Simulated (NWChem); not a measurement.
## Correlation energy of PbS

```
Pb
S 1 2.3407
```
Charge 0, spin multiplicity 1.

All runs are NWChem calculations. All single points use one geometry, from PBE/def2-SVP with def2 effective core potentials on Pb, a minimum by its harmonic frequencies.

Basis set: def2-SVP. Each correlation energy counts from its own Hartree-Fock reference.

```tsv
method	correlation energy (mHa)	difference from CCSD(T)
CCSD(T)	-248.8	0.0
CR-CCSD(T)	-245.2	+3.5
SCS-MP2	-210.2	+38.5
MP2	-219.2	+29.5
CCSD	-233.9	+14.8
CR-CCSD[T]	-247.3	+1.5
CCSD+T(CCSD)	-251.6	-2.8
```

The values span 41.3 mHa, from CCSD+T(CCSD) (lowest) to SCS-MP2 (highest). 

Effective core potentials replace the inner electrons of Pb; spin-orbit coupling is left out. The correlated methods keep 9 core orbitals frozen. The structure started from a generated list of species. No row is a measurement; the coupled-cluster row has its own basis-set and correlation limits.
